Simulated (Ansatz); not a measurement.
`[GeH3][Al]([GeH3])[GeH3]`. The species carries charge 0 and has multiplicity 1. Geometry: relaxed with PBE0-D4/def2-TZVP.

```xyz
13

Ge    1.100   -0.927    2.026
Al    0.018   -0.018   -0.013
Ge    1.211    1.615   -1.449
Ge   -2.295   -0.706   -0.589
H     0.756   -0.032    3.236
H     2.638   -0.972    1.932
H     0.616   -2.347    2.378
H     0.772    1.549   -2.925
H     2.743    1.452   -1.414
H     0.906    3.049   -0.964
H    -3.134   -1.097    0.644
H    -2.254   -1.947   -1.507
H    -3.076    0.381   -1.353
```

Q: What is the dipole moment at PBE/def2-TZVPP? (Best estimate.)

A: Ansatz gave: 0.07 D, with components (0.05, -0.04, -0.03) D in this frame, pointing from negative to positive charge.

Q: And with r2SCAN, B3LYP, ωB97M-V? (Best estimate.)

A: The calculation gave: r2SCAN 0.08 D, B3LYP 0.09 D, ωB97M-V 0.09 D.

Q: Give the Mulliken charges with PBE, r2SCAN, B3LYP in def2-TZVPP. (An estimate is asked.)

A: Ansatz gave: 
```csv
atom,PBE,r2SCAN,B3LYP
Ge1,-0.12,-0.16,-0.11
Al2,0.43,0.61,0.42
Ge3,-0.12,-0.16,-0.11
Ge4,-0.12,-0.16,-0.11
H5,-0.01,-0.02,-0.02
H6,-0.01,-0.01,-0.01
H7,-0.01,-0.01,-0.01
H8,-0.01,-0.01,-0.01
H9,-0.01,-0.01,-0.01
H10,-0.01,-0.02,-0.02
H11,-0.01,-0.01,-0.01
H12,-0.01,-0.02,-0.02
H13,-0.01,-0.01,-0.01
```

B3LYP here is the variant with VWN-RPA as its local correlation; programs differ in this.
